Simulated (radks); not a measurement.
Values are calculated unless marked as measured or tabulated.
Species: the tellurium ion Te3+. Configuration: [Kr] 4d10 5s2 5p1. Level of theory: scalar-relativistic Kohn-Sham, PBE, spin-polarised, spherical densities, point nucleus; open shells are filled with parallel spins first (spin-orbit coupling, left out, can overturn this in heavy ions) (a radial shooting solver on a logarithmic mesh with Libxc functionals).

Radial electron density D(r) = 4 pi r^2 rho(r):

```
   r/bohr * D(r) (the largest magnitude, 86.8, reaches the edge; | marks zero)
 0.002991 |      *
 0.003989 |          *
 0.005278 |               *
 0.006984 |                      *
 0.009315 |                             *
  0.01232 |                                    *
  0.01631 |                                         *
  0.02175 |                                         *
  0.02878 |                                      *
  0.03808 |                                    *
  0.05079 |                                        *
   0.0672 |                                                 *
  0.08891 |                                                      *
   0.1186 |                                              *
   0.1569 |                                      *
   0.2076 |                                          *
   0.2769 |                                           *
   0.3664 |                            *
   0.4847 |              *
   0.6465 |               *
   0.8554 |              *
    1.132 |       *
     1.51 |  *
    1.997 | *
    2.643 |*
    3.525 *
    4.664 *
    6.171 *
```

D(r) has 4 maxima, at r = 0.0194, 0.0861, 0.250, 0.723 bohr, and minima at 0.0381, 0.163, 0.529 bohr, inside which lie 1.99, 11.15, 28.98 electrons.
